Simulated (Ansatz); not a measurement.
`BC[SiH2][SiH3]` at its PBE0-D4/def2-TZVP geometry, where that method's forces vanish. Total charge 0; spin multiplicity 1.

| atom | x (Å) | y (Å) | z (Å) |
| --- | --- | --- | --- |
| B1 | 1.136 | -0.912 | -1.161 |
| C2 | 0.387 | 0.381 | -1.489 |
| Si3 | -0.068 | 1.099 | 0.219 |
| Si4 | -1.043 | -0.490 | 1.637 |
| H5 | 0.534 | -1.941 | -1.024 |
| H6 | 2.315 | -0.907 | -0.949 |
| H7 | -0.574 | 0.246 | -1.993 |
| H8 | 0.973 | 1.168 | -1.970 |
| H9 | -1.028 | 2.218 | 0.006 |
| H10 | 1.149 | 1.653 | 0.872 |
| H11 | -2.201 | -1.140 | 0.965 |
| H12 | -1.523 | 0.167 | 2.883 |
| H13 | -0.055 | -1.541 | 2.003 |

For each bond, give half the difference of the two atoms' forces along it (eV/Å; positive pushes the atoms apart) under PBE-D4, r2SCAN-D4, B3LYP-D4, ωB97M-V in def2-TZVPP. (Estimate.)

Computed: 
```
   bond  length (Å)  PBE-D4  r2SCAN-D4  B3LYP-D4  ωB97M-V
  B1–C2       1.530   -0.06       0.02      0.09     0.12
  B1–H5       1.199    0.06      -0.03     -0.11    -0.11
  B1–H6       1.198    0.07      -0.03     -0.11    -0.12
 C2–Si3       1.908    0.11       0.05      0.12     0.05
  C2–H7       1.093    0.11      -0.01     -0.04    -0.05
  C2–H8       1.093    0.11      -0.01     -0.04    -0.06
Si3–Si4       2.343   -0.10       0.01      0.10     0.07
 Si3–H9       1.489    0.10      -0.02     -0.12    -0.14
Si3–H10       1.488    0.07      -0.02     -0.10    -0.11
Si4–H11       1.488    0.09      -0.01     -0.07    -0.10
Si4–H12       1.488    0.09      -0.02     -0.07    -0.10
Si4–H13       1.488    0.08      -0.02     -0.07    -0.10
```

B3LYP here is the variant with VWN-RPA as its local correlation; programs differ in this.
